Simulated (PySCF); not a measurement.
A structure optimised at PBE-D3(BJ)/def2-TZVP, used in a PySCF frequency run:

```xyz
4

W      0.0388    -0.1784     0.0000
O      0.7641     0.5800    -1.3250
O      0.7641     0.5800     1.3250
F     -1.6771     0.4359     0.0000
```
Charge +1, spin multiplicity 1.

Problem. Write its SMILES, formula and point group.

Solution. [O]=[W+](=[O])[F], FO2W, Cs

Problem. What are its rotational constants (standard atomic weights)?

Solution. 6.6297, 5.4653, 3.9303 GHz
